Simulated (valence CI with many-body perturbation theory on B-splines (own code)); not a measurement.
**Dy LXII: electric-dipole lines**

Computed by configuration interaction combined with many-body perturbation theory (CI+MBPT): three valence electrons over a frozen Dirac-Fock core [He], a basis of 11 s, 11 p, 9 d, 7 f, 5 g, 2 h, 1 i functions for each j, with the one-electron correlation potential Σ1 (screened to all orders), the two-electron term Σ2, the three-electron term Σ3, Breit, model QED; selected single and double excitations, second order for the rest (own B-spline code, finite nucleus).

The last digits are not significant, and no measured levels were compared; by estimate large intervals hold to a few tenths of a per cent, small ones and those within an open d or f shell to about a per cent.

Lines 1 to 50 of 280 in falling wavelength, among levels below 9911.4 eV, chosen from the strongest by gf and those to the six lowest levels. Wavelengths and rates use the calculated energies. Electric multipoles are in the length gauge, E1 and E2 with the static RPA response of the core. Weak lines are less certain than strong ones. Lines between different terms over intervals too small for the method are left out, as are lines whose strength nearly cancels. The highest levels of a list are the least certain.

Levels are named by their leading jj configuration (3d3/2^4 stands for four electrons in 3d with j = 3/2), which in mixed levels can hold well under half, so a name can repeat and another be missing. Letters in brackets count levels of one name in rising energy.

```csv
λ vac (nm),Upper,Lower,A (s⁻¹),log gf,Branch %
10.53,(2s 2p3/2 3d5/2) J=9/2,(2s 2p3/2 3p3/2) J=7/2,1.71e+10,-0.55,23.8
10.49,(2p1/2 2p3/2 3d5/2) J=9/2,(2p1/2 2p3/2 3p3/2) J=7/2,1.98e+10,-0.49,0.3
10.45,(2p1/2 2p3/2 3d5/2) J=7/2 [b],(2p1/2 2p3/2 3p3/2) J=5/2 [b],1.62e+10,-0.67,0.0
10.42,(2p1/2 2p3/2 3d5/2) J=7/2 [a],(2p1/2 2p3/2 3p3/2) J=5/2 [a],1.77e+10,-0.64,0.0
10.41,(2s 2p1/2 3d5/2) J=7/2,(2s 2p1/2 3p3/2) J=5/2,1.86e+10,-0.62,0.0
10.38,(2s 2p3/2 3d5/2) J=7/2 [a],(2s 2p3/2 3p3/2) J=5/2 [a],1.37e+10,-0.75,0.0
10.35,(2s 2p3/2 3d5/2) J=7/2 [b],(2s 2p3/2 3p3/2) J=5/2 [b],1.46e+10,-0.73,0.0
10.27,(2p1/2^2 3d5/2) J=5/2,(2p1/2^2 3p3/2) J=3/2,2.09e+10,-0.70,0.0
10.15,(2s^2 3d5/2) J=5/2,(2s^2 3p3/2) J=3/2,1.61e+10,-0.83,0.0
10.13,(2s 2p1/2 3d5/2) J=5/2 [a],(2s 2p1/2 3p3/2) J=3/2 [a],1.88e+10,-0.76,0.0
9.781,(2p1/2 2p3/2 3d5/2) J=5/2 [a],(2p1/2 2p3/2 3p3/2) J=3/2 [a],1.61e+10,-0.86,0.0
9.719,(2s 2p1/2 3d5/2) J=5/2 [b],(2s 2p1/2 3p3/2) J=3/2 [b],1.89e+10,-0.79,0.0
7.918,(2s 2p1/2 2p3/2) J=3/2 [a],(2s^2 2p3/2) J=3/2,7.66e+08,-2.54,2.4
6.380,(2s 2p1/2 2p3/2) J=5/2,(2s^2 2p3/2) J=3/2,6.64e+09,-1.61,99.8
5.541,(2s 2p1/2^2) J=1/2,(2s^2 2p1/2) J=1/2,1.78e+10,-1.79,100.0
5.253,(2p1/2^2 2p3/2) J=3/2,(2s 2p1/2 2p3/2) J=1/2,1.16e+10,-1.72,0.4
4.832,(2s 2p1/2 2p3/2) J=1/2,(2s^2 2p3/2) J=3/2,1.41e+10,-2.01,0.3
4.798,(2s 2p1/2 2p3/2) J=3/2 [b],(2s^2 2p3/2) J=3/2,1.01e+10,-1.86,0.3
4.334,(2p1/2 2p3/2 3d3/2) J=5/2 [b],(2p1/2 2p3/2 3p1/2) J=3/2 [b],1.20e+11,-0.69,0.0
4.253,(2p1/2 2p3/2 3d3/2) J=3/2 [b],(2p1/2 2p3/2 3p1/2) J=3/2 [b],1.41e+11,-0.82,0.0
4.156,(2p1/2^2 2p3/2) J=3/2,(2s 2p1/2 2p3/2) J=5/2,6.22e+10,-1.19,2.1
4.115,(2s 2p3/2 3d3/2) J=5/2 [a],(2s 2p3/2 3p1/2) J=5/2,1.39e+11,-0.67,0.0
4.085,(2s 2p3/2 3d3/2) J=5/2 [a],(2s 2p3/2 3p1/2) J=3/2 [a],1.15e+11,-0.76,0.0
4.029,(2s 2p3/2 3d3/2) J=7/2,(2s 2p3/2 3p1/2) J=5/2,2.38e+11,-0.33,0.0
4.026,(2s 2p3/2 3d3/2) J=5/2 [b],(2s 2p3/2 3p1/2) J=3/2 [b],2.50e+11,-0.44,0.0
4.022,(2p1/2 2p3/2 3d3/2) J=5/2 [a],(2p1/2 2p3/2 3p1/2) J=3/2 [a],1.96e+11,-0.54,0.2
4.014,(2s 2p3/2 3d3/2) J=3/2 [a],(2s 2p3/2 3p1/2) J=3/2 [a],2.19e+11,-0.68,0.0
4.013,(2s 2p1/2 3d3/2) J=3/2 [a],(2s 2p1/2 3p1/2) J=1/2 [a],2.43e+11,-0.63,0.1
4.001,(2s 2p3/2 3p3/2) J=3/2 [a],(2s 2p3/2 3s) J=3/2 [a],3.16e+11,-0.52,0.1
3.994,(2s^2 3d3/2) J=3/2,(2s^2 3p1/2) J=1/2,2.54e+11,-0.61,0.0
3.991,(2p1/2 2p3/2 3d3/2) J=7/2,(2p1/2 2p3/2 3p1/2) J=5/2,2.41e+11,-0.34,1.3
3.984,(2s 2p1/2 3d3/2) J=5/2,(2s 2p1/2 3p1/2) J=3/2,2.42e+11,-0.46,0.1
3.979,(2p1/2^2 3d3/2) J=3/2,(2p1/2^2 3p1/2) J=1/2,2.34e+11,-0.65,0.1
3.967,(2s 2p3/2 3d3/2) J=1/2 [a],(2s 2p3/2 3p1/2) J=3/2 [a],2.96e+11,-0.86,0.0
3.966,(2s 2p1/2 3p3/2) J=3/2 [b],(2s 2p1/2 3s) J=1/2 [b],2.17e+11,-0.69,0.1
3.907,(2p1/2 2p3/2 3p3/2) J=5/2 [a],(2p1/2 2p3/2 3s) J=3/2 [a],3.71e+11,-0.29,0.1
3.906,(2s 2p3/2 3p3/2) J=5/2 [b],(2s 2p3/2 3s) J=3/2 [b],4.10e+11,-0.25,0.2
3.881,(2p1/2 2p3/2 3p3/2) J=7/2,(2p1/2 2p3/2 3s) J=5/2,3.46e+11,-0.20,0.1
3.872,(2s 2p1/2 3p3/2) J=1/2,(2s 2p1/2 3s) J=1/2 [b],3.81e+11,-0.77,0.1
3.858,(2s 2p3/2 3p3/2) J=7/2,(2s 2p3/2 3s) J=5/2,4.34e+11,-0.11,21.1
3.819,(2p1/2 2p3/2 3p3/2) J=3/2 [b],(2p1/2 2p3/2 3s) J=3/2 [b],2.03e+11,-0.75,0.1
3.808,(2p1/2 2p3/2 3d3/2) J=5/2 [b],(2p1/2 2p3/2 3p1/2) J=5/2,1.07e+11,-0.85,0.0
3.796,(2s 2p3/2 3p3/2) J=5/2 [a],(2s 2p3/2 3s) J=3/2 [a],2.10e+11,-0.56,0.1
3.740,(2s 2p1/2 3p3/2) J=3/2 [a],(2s 2p1/2 3s) J=1/2 [a],4.45e+11,-0.43,0.4
3.740,(2s 2p3/2 3p3/2) J=1/2 [a],(2s 2p3/2 3s) J=3/2 [a],4.41e+11,-0.73,0.1
3.719,(2s 2p3/2 3p3/2) J=3/2 [b],(2s 2p3/2 3s) J=3/2 [b],2.15e+11,-0.75,0.1
3.718,(2s^2 3p3/2) J=3/2,(2s^2 3s) J=1/2,4.91e+11,-0.39,4.6
3.701,(2p1/2^2 3p3/2) J=3/2,(2p1/2^2 3s) J=1/2,3.83e+11,-0.50,0.1
3.696,(2p1/2 2p3/2 3p3/2) J=5/2 [b],(2p1/2 2p3/2 3s) J=3/2 [b],2.09e+11,-0.59,0.1
3.689,(2p1/2^2 2p3/2) J=3/2,(2s 2p1/2 2p3/2) J=3/2 [a],1.80e+10,-1.83,0.6
```

(1) How does gf follow from A for the line at 10.27 nm?

## Answers

(1) gf = 1.4992 × (2J+1)_upper × A / σ², with σ = 973961 cm⁻¹ and 2J+1 = 6: gf = 0.198.
